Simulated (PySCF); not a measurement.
B(CCH)(H)(Me) (C₃H₅B), SMILES C#CBC.

Geometry: PBE-D3(BJ)/def2-SVP.

The numbers are results of PySCF with PBE-D3(BJ)/def2-SVP, not measurements.

Frequencies are harmonic and unscaled.

```tsv
mode	ν (cm⁻¹)	IR (km/mol)	moving atoms (share of kinetic energy)
1	27	3.6	H 91 %
2	177	2.2	C 61 %, H 27 %, B 12 %
3	264	1.5	C 71 %, H 27 %
4	467	3.7	C 68 %, H 24 %, B 9 %
5	606	0.7	H 90 %, C 8 %
6	613	46.9	H 77 %, C 23 %
7	721	0.1	H 50 %, C 39 %, B 11 %
8	758	21.9	H 73 %, C 27 %
9	890	44.3	H 48 %, B 37 %, C 15 %
10	900	16.5	H 54 %, B 27 %, C 20 %
11	1003	8.8	H 55 %, B 23 %, C 22 %
12	1170	96.4	H 48 %, B 46 %
13	1252	108.9	H 63 %, C 26 %, B 11 %
14	1371	4.4	H 93 %
15	1384	4.4	H 91 %
16	2086	63.5	C 90 %, H 9 %
17	2520	121.9	H 91 %, B 9 %
18	2952	0.2	H 96 %
19	3022	2.7	H 92 %, C 8 %
20	3088	11.7	H 91 %, C 9 %
21	3392	45.4	H 86 %, C 14 %
```
